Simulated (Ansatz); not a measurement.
Consider the redistribution: `N[Si@H](F)N[Si@@H](N)Cl` + `[NH2][GeH2][OH]` → `N[SiH](O)Cl` + `[NH2][GeH2][NH][SiH](N)F`.

Calculated with Ansatz (gas phase, PBE0-D4/def2-TZVP geometries, no zero-point term in ΔE). CCSD(T)/CBS is the MP2 limit (def2-TZVPP, def2-QZVPP) plus CCSD(T) − MP2 in def2-TZVPP, frozen cores. Functionals use def2-TZVPP. B3LYP here is the variant with VWN-RPA as its local correlation; programs differ in this. For Ge outer-core shells are correlated without core-valence functions, which leaves a few kJ/mol of doubt a bond. Scalar relativity is left out up to krypton. Each species was taken in one conformer, which may not be the lowest.

| level | ΔE (kcal/mol) | difference from CCSD(T)/CBS |
| --- | --- | --- |
| r2SCAN-D4 | -7.8 | 0.6 |
| PBE0-D4 | -7.9 | 0.5 |
| B3LYP-D4 | -7.9 | 0.5 |
| PBE | -7.5 | 0.9 |
| r2SCAN | -7.8 | 0.6 |
| PBE0 | -7.8 | 0.6 |
| HF/def2-TZVPP | -6.9 | 1.5 |
| SCS-MP2/def2-TZVPP | -8.2 | 0.2 |
| CCSD/def2-TZVPP | -8.4 | 0.0 |
| CCSD(T)/def2-TZVPP | -8.6 | -0.2 |
| HF/def2-QZVPP | -6.6 | 1.8 |
| MP2/def2-QZVPP | -8.6 | -0.2 |
| SCS-MP2/def2-QZVPP | -7.9 | 0.5 |
| HF/CBS(def2) | -6.6 | 1.8 |
| MP2/CBS(def2) | -8.6 | -0.2 |
| CCSD/CBS(def2) | -8.2 | 0.2 |
| CCSD(T)/CBS | -8.4 | 0 |

Largest T1 diagnostic among the species: 0.011.

In def2-TZVPP, CCSD(T) changes the Hartree–Fock value by −1.7 kcal/mol (the triples alone add −0.2 kcal/mol) and MP2 by −1.8 kcal/mol.
